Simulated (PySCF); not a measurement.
C6H5O, SMILES Oc1cc[c]cc1, multiplicity 2. Coordinates come from a PBE-D3(BJ)/def2-SVP optimisation. The isomer is the one that the SMILES or the coordinates give; other isomers of the formula were not compared. One conformer was computed; it need not be the lowest.

Calculation: PBE-D3(BJ)/def2-SVP (PySCF).

Harmonic wavenumbers (cm⁻¹): 237, 384, 395, 397, 471, 522, 590, 656, 754, 785, 795, 886, 918, 957, 1022, 1060, 1117, 1156, 1249, 1277, 1361, 1413, 1447, 1582, 1613, 3083, 3110, 3114, 3131, 3706. Rotational constants (GHz): 5.486, 2.757, 1.835; symmetry number 1.

Problem. Work out the zero-point energy and the ideal-gas rigid-rotor harmonic-oscillator thermochemistry at 298.15 K and 1 atm.

Solution. ZPE = ½ Σ hcν = ½ × 39186 cm⁻¹ = 56.02 kcal/mol. H − E(el) = 60.13 kcal/mol. Entropy in cal/(mol K): translation 39.51, rotation 26.85, vibration 8.44, spin 1.38, total 76.17. G − E(el) = 37.42 kcal/mol. Cp = 24.09 cal/(mol K).
